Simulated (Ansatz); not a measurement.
Relaxation of the cluster Ta₂Si with RKS PBE-D4/def2-TZVP.

```sh
$ ansatz run in.yaml --threads 4 --pin off --events-out ev --progress --plain --max-ram 3916MiB
```

```yaml
crystal:
  periodic: [false, false, false]
  atoms:
    - {symbol: Ta, position_ang: [-0.461950, 1.858680, -1.313530]}
    - {symbol: Ta, position_ang: [0.929500, 0.029720, 1.120750]}
    - {symbol: Si, position_ang: [-0.467550, -1.888400, 0.192780]}
basis:
  gaussian: {orbitals: def2-TZVP}
hamiltonian: {xc: pbe, dispersion: d4}
scf: {lower_state_search: "off"}
output: {orbitals: {seedname: orbitals}}
relax: {f_tol: 0.02, max_steps: 100}
```

Run time 10 s (4 threads of Arm Neoverse V1 on a shared host).

Positions (Å) and forces (eV/Å) at steps 1, 2, 3, 4, 5, 6, 7, 8, 9 of 9:

```xyz
3
step=1 energy=-10968.7060 eV
Ta   -0.462    1.859   -1.314    1.260   -2.313    2.470
Ta    0.929    0.030    1.121   -2.342    0.175   -2.924
Si   -0.468   -1.888    0.193    1.081    2.138    0.454
3
step=2 energy=-10970.3006 eV
Ta   -0.397    1.729   -1.182    1.445   -2.918    2.939
Ta    0.819    0.054    0.977   -1.269    2.269   -2.463
Si   -0.423   -1.783    0.205   -0.175    0.649   -0.476
3
step=3 energy=-10971.7228 eV
Ta   -0.334    1.597   -1.052    1.305   -3.134    2.856
Ta    0.746    0.121    0.861   -0.236    3.572   -1.730
Si   -0.412   -1.718    0.191   -1.069   -0.438   -1.126
3
step=4 energy=-10972.8124 eV
Ta   -0.279    1.456   -0.928   -0.008   -1.716    0.684
Ta    0.709    0.222    0.775    1.017    1.902    0.471
Si   -0.430   -1.678    0.153   -1.009   -0.186   -1.155
3
step=5 energy=-10973.4082 eV
Ta   -0.296    1.268   -0.873   -1.297   -0.783   -1.264
Ta    0.763    0.291    0.812    1.988    0.119    2.375
Si   -0.467   -1.560    0.061   -0.691    0.663   -1.111
3
step=6 energy=-10974.2093 eV
Ta   -0.366    1.084   -0.884    0.313   -1.453    0.969
Ta    0.872    0.318    0.935   -0.149    0.527   -0.394
Si   -0.506   -1.401   -0.051   -0.164    0.927   -0.575
3
step=7 energy=-10974.3539 eV
Ta   -0.373    0.989   -0.854    0.029   -0.170    0.103
Ta    0.902    0.363    0.953   -0.148   -0.112   -0.135
Si   -0.528   -1.352   -0.098    0.119    0.281    0.031
3
step=8 energy=-10974.3568 eV
Ta   -0.375    0.985   -0.855    0.004   -0.046    0.024
Ta    0.899    0.359    0.950   -0.032   -0.026   -0.028
Si   -0.524   -1.344   -0.096    0.028    0.072    0.005
3
step=9 energy=-10974.3570 eV
Ta   -0.375    0.983   -0.854   -0.006    0.007   -0.010
Ta    0.898    0.358    0.950    0.009    0.000    0.010
Si   -0.523   -1.341   -0.096   -0.003   -0.007    0.000
```

In the def2 sets Ta takes a core potential; there is no spin–orbit coupling. The restricted singlet is unstable: a solution with broken spin symmetry lies lower. The structure comes from a short search, and lower isomers may exist.
